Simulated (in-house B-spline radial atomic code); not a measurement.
A run on Tb that did not converge. Method: scalar-relativistic (X2C) TPSSh, spin-polarised, spherical fractional occupations, Fermi nucleus of rms radius 5.06 fm; computed with a B-spline radial code for spherical atoms.

Command:
```bash
python run_scf.py task.json out
```
Settings (nuclear radius in fm, mass in u):
```
Z                65
configuration    [Xe] 4f9 6s2
hamiltonian      x2c
method           tpssh
spin_polarised   True
nucleus          fermi
rms_radius       5.06
atomic_mass      158.92535
speed_of_light   137.035999084
```

First and last ten iterations of the last attempt (damped for 15 steps, keeping 80 % of the old Fock matrix, then DIIS):
```
 iter        energy (Eh)    residual
    1      -11708.081525    1.10e-01
    2      -11706.263589    1.22e-01
    3      -11707.794646    8.12e-02
    4      -11708.030188    3.13e-02
    5      -11708.077052    1.25e-02
    6      -11708.085145    6.10e-03
    7      -11708.086933    3.84e-03
    8      -11708.087603    2.99e-03
    9      -11708.087938    2.44e-03
   10      -11708.088118    2.00e-03
  111      -11472.539557    1.07e+00
  112      -11693.391136    1.25e-01
  113      -11704.965310    2.50e-01
  114      -11707.312663    1.15e-01
  115      -11707.930496    4.84e-02
  116      -11708.034168    2.91e-02
  117      -11708.077557    1.15e-02
  118      -11708.087921    2.12e-03
  119      -11706.272227    1.21e-01
  120      -11706.294701    1.19e-01
 not converged after 120 iterations
```

The smallest residual met was 3.2e-04; the threshold is about 6e-07. No energy from this run should be used. The likely cause: this method binds the added charge weakly or not at all at the basis-set limit, so charge moves back and forth between the atom and the box. Run time, properties included: 8.9 s on 1 thread of Arm Neoverse V1 (shared host).
